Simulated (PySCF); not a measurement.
## InCl⁺: frontier orbitals

PBEsol at R = 2.342 Å; basis In x2c-SVPall, Cl x2c-SVPall; spin-free X2C with a Gaussian nucleus; PySCF 2.14. State: ²Σ⁺ (doublet), unpaired electrons σ ↑. Only the outer orbitals are listed, counted within each symmetry.

```csv
spin,orbital,occ.,ε (eV),on In (%),main shells (%)
α,14σ,1,-16.88,54,"52 In s, 42 Cl p"
α,7π,1,-13.75,7,93 Cl p
α,7π,1,-13.75,7,93 Cl p
α,15σ,1,-13.66,59,"43 In s, 41 Cl p, 16 In p"
α,8π,0,-8.65,95,94 In p
α,8π,0,-8.65,95,94 In p
α,16σ,0,-6.46,91,"80 In p, 10 Cl p"
β,13σ,1,-25.46,25,"75 Cl s, 21 In d"
β,14σ,1,-16.34,55,"53 In s, 40 Cl p"
β,7π,1,-13.56,7,93 Cl p
β,7π,1,-13.56,7,93 Cl p
β,15σ,0,-12.68,58,"44 In s, 42 Cl p, 13 In p"
β,8π,0,-8.16,95,95 In p
β,8π,0,-8.16,95,95 In p
```

**Question.** Which are the highest filled and the lowest empty level, where do they sit, and how wide is the gap?

**Answer.** Highest filled β 7π at -13.56 eV (in %: 93 Cl p); lowest empty β 15σ at -12.68 eV (in %: 44 In s, 42 Cl p, 13 In p); the gap at PBEsol is 0.88 eV.

The bond order (Mayer) is 1.27, the ⟨S²⟩ is 0.752 and the charge on In (Mulliken, basis-dependent) is 0.97. The charge on In (Löwdin, basis-dependent) is 0.76. The dipole moment (positive dipole points towards Cl; it is taken about the centre of mass and depends on that origin) is -2.67 D.

Spin–orbit coupling is left out. The state was picked by a PBE0 search and need not be the measured ground state.
